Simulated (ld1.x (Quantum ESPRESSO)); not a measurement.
**Reading a pseudo-wave (Sn (Z = 50))**

Columns: radius, all-electron u(r) and pseudo u(r) of the 5s shell (level -36.46 eV) of tin in the configuration [Kr] 4d10 5s1 5p0; LDA (PZ), scalar-relativistic, TM scheme, ld1.x (Quantum ESPRESSO) 7.5.

| r (bohr) | all-electron | pseudo |
| --- | --- | --- |
| 0.120 | -0.1002 | 0.0183 |
| 0.240 | 0.2659 | 0.0383 |
| 0.360 | 0.0831 | 0.0616 |
| 0.480 | -0.2379 | 0.0902 |
| 0.600 | -0.4021 | 0.1265 |
| 0.720 | -0.3791 | 0.1726 |
| 0.840 | -0.2329 | 0.2307 |
| 0.960 | -0.0320 | 0.3020 |
| 1.080 | 0.1758 | 0.3854 |
| 1.200 | 0.3637 | 0.4773 |
| 1.320 | 0.5193 | 0.5710 |
| 1.440 | 0.6389 | 0.6575 |
| 1.560 | 0.7235 | 0.7284 |
| 1.680 | 0.7769 | 0.7777 |
| 1.800 | 0.8038 | 0.8038 |
| 1.920 | 0.8085 | 0.8085 |
| 2.040 | 0.7960 | 0.7960 |
| 2.160 | 0.7701 | 0.7701 |
| 2.280 | 0.7347 | 0.7347 |
| 2.400 | 0.6925 | 0.6925 |
| 2.520 | 0.6462 | 0.6462 |
| 2.640 | 0.5977 | 0.5977 |
| 2.760 | 0.5486 | 0.5486 |
| 2.880 | 0.5002 | 0.5002 |
| 3.000 | 0.4534 | 0.4534 |
| 3.120 | 0.4087 | 0.4087 |

(1) How many radial nodes do the two functions have?

(2) At about which radius was the pseudo-wave matched?

(3) Is the pseudo-wave norm-conserving?

Answers

(1) The all-electron 5s function has n − l − 1 = 4 (the table is too coarse to show those close to the nucleus); the pseudo-wave has 0, since the states of the same l below it are removed with the core.

(2) 2.00 bohr. The columns agree to 0.0005 from 1.80 bohr on; several derivatives are matched, so the curves merge somewhat inside the radius.

(3) Yes: the TM scheme keeps the norm inside the radius equal to the all-electron one, which fixes the energy derivative of the logarithmic derivative at the level.
